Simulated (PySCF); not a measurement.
Compound: C₆H₉NS.
Atom-mapped SMILES: `[CH3:1][CH:2]([CH3:3])[c:4]1[cH:5][s:6][cH:7][n:8]1`

Cartesian coordinates in Å at the GFN2-xTB level; atoms count from 1:
```
atom  x, y, z in Å
C1    -1.626    0.186    1.125
C2    -0.817    0.185   -0.173
C3    -1.015   -1.128   -0.932
C4     0.636    0.367    0.142
C5     1.430    1.391   -0.275
S6     3.035    1.207    0.319
C7     2.507   -0.256    1.094
N8     1.277   -0.551    0.917
H9    -2.682    0.041    0.911
H10   -1.282   -0.617    1.771
H11   -1.504    1.131    1.651
H12   -1.141    1.021   -0.803
H13   -0.460   -1.117   -1.867
H14   -0.659   -1.957   -0.327
H15   -2.069   -1.278   -1.154
H16    1.171    2.231   -0.887
H17    3.191   -0.844    1.672
```

NICS = −σ at a ghost point: NICS(0) at the centroid of the ring atoms, NICS(1) 1 Å to either side along the normal of their mean plane, zz for the tensor component along that normal. Level: GIAO PBE0/pcSseg-1 (PySCF, non-relativistic, gas phase) on the GFN2-xTB geometry, one conformer.

Ring bond lengths (Å), with Mayer bond orders in brackets: C4–C5 1.361 (1.53), C5–S6 1.721 (1.19), S6–C7 1.737 (1.15), C7–N8 1.278 (1.70), N8–C4 1.361 (1.25).

Give the NICS values of each ring in ppm.

```tsv
ring	type	NICS(0)	NICS(1), two faces	NICS(1)zz, two faces	rms pucker (Å)	centre to ring atoms, mean (Å)
C4–C5–S6–C7–N8	5-membered ring with N and S; formal bonds all aromatic	-12.5	-12.0 / -12.0	-27.8 / -27.8	0.00	1.26
```

What can be read from them?

- C4–C5–S6–C7–N8: mean NICS(1)zz -27.8 ppm, shielded. For a flat ring without four-coordinate atoms the NICS criterion counts such a value as aromatic.

And the bond-length index? HOMA = 1 − mean of α(R − Ropt)² over the ring bonds, with Krygowski's 1993 parameters (CC: Ropt 1.388 Å, α 257.7 Å⁻²; CN: Ropt 1.334 Å, α 93.52 Å⁻²; CS: Ropt 1.677 Å, α 94.09 Å⁻²).

- C4–C5–S6–C7–N8: HOMA 0.79; the largest term is that of S6–C7, α(R − Ropt)² = 0.34. The geometric and the magnetic index point the same way.

At the second NICS(1) probe listed for ring C4–C5–S6–C7–N8, 1 Å off the ring, what do the in-plane components average?

The isotropic value is a third of the trace: (3 × -12.0 − (-27.8))/2 = -4.1 ppm.

Give the inner angles of the rings and the Hirshfeld charges of the ring atoms.

- C4–C5–S6–C7–N8: C4 114.0° (+0.040 e), C5 111.0° (-0.097 e), S6 87.8° (+0.094 e), C7 115.2° (-0.005 e), N8 112.1° (-0.155 e); sum 540.0° against 540° for a flat convex ring.
